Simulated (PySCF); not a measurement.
1-chloro-1-fluorocyclobutane (C4H6ClF), SMILES FC1(Cl)CCC1.

The structure is a stationary point at PBE0-D3(BJ)/def2-SVP.

Calculation: PySCF with PBE/def2-TZVP.

Symmetry labels are those of the subgroup Cs that the program uses (full group Cs).

Computed valence orbital energies around the gap with their symmetry:
| orbital | symmetry | energy (eV) |
|---|---|---|
| HOMO−7 | A" | -10.07 |
| HOMO−6 | A' | -10.03 |
| HOMO−5 | A" | -8.72 |
| HOMO−4 | A' | -8.54 |
| HOMO−3 | A" | -8.09 |
| HOMO−2 | A' | -8.01 |
| HOMO−1 | A' | -7.47 |
| HOMO | A" | -6.99 |
| LUMO | A' | -0.60 |
| LUMO+1 | A' | 0.41 |
| LUMO+2 | A' | 1.10 |
| LUMO+3 | A' | 1.18 |
